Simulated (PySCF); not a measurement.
Gallium: a sound run and one with changed settings

Sound run: Ga²⁺ [Ar] 3d10 4s1, Ga³⁺ [Ar] 3d10. All numbers are calculated (PySCF 2.14, a scalar-relativistic core potential, in cc-pVDZ-PP with ECP10MDF (4s3p2d, 23 functions)). The sound run starts from symmetry-adapted Hartree-Fock orbitals and uses a fine grid where one is needed.

Changed run: basis STO-3G, all-electron and non-relativistic. This setting is unsound on purpose.

| species | method | sound run (hartree) | changed run (hartree) | converged |
| --- | --- | --- | --- | --- |
| Ga²⁺ | UHF | -257.39861 | -1900.00347 | yes |
| Ga²⁺ | PBE0 | -258.43439 | -1900.91574 | yes |
| Ga²⁺ | BP86 | -258.58828 | -1901.25750 | yes |
| Ga³⁺ | UHF | -256.30771 | -1899.03058 | yes |
| Ga³⁺ | PBE0 | -257.29110 | -1899.92008 | yes |
| Ga³⁺ | BP86 | -257.43089 | -1900.26815 | yes |

Ionisation energy of Ga²⁺:

```
method  sound run (eV)  changed run (eV)
   UHF          29.685            26.473
  PBE0          31.110            27.093
  BP86          31.494            26.922
```

A minimal basis cannot let orbitals breathe on ionisation and holds almost no correlation. The Hamiltonian changed with the basis, so the totals do not compare.

For comparison, NIST gives 30.726 eV between the lowest levels.
